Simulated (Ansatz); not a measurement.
A structure relaxed at PBE0-D4/def2-TZVP, charge 0, multiplicity 1:

Cartesian coordinates in Å:
```
F -0.6050 2.1034 1.0346
Sn -0.4664 0.4782 0.0641
O 0.6491 0.8172 -1.4531
Si 1.7065 1.9961 -1.9088
O 0.2762 -0.8703 1.2067
Si 1.7815 -1.2304 1.7690
O -2.2091 -0.0734 -0.4848
Si -3.2414 -1.2856 -0.0593
H 0.9764 3.2322 -2.2888
H 2.4619 1.4778 -3.0748
H 2.6456 2.3087 -0.7994
H 2.7599 -0.2050 1.3132
H 2.1895 -2.5601 1.2512
H 1.7498 -1.2584 3.2518
H -3.4975 -1.2640 1.4045
H -4.5067 -1.0595 -0.7978
H -2.6703 -2.6068 -0.4284
```

Question: Give its formula and SMILES.

Answer: FH9O3Si3Sn, `[F][Sn]([O][SiH3])([O][SiH3])[O][SiH3]`.

Question: Point group (tolerance 0.08 Å, 0.16 Å for H)?

Answer: C1.

Question: Summarise the bond lengths by kind.

Answer: 1 × F–Sn 1.898 Å; 3 × O–Sn 1.909 to 1.917 Å; 3 × O–Si 1.647 to 1.648 Å; 9 × H–Si 1.482 to 1.489 Å.

Program: Ansatz 0.2.0.
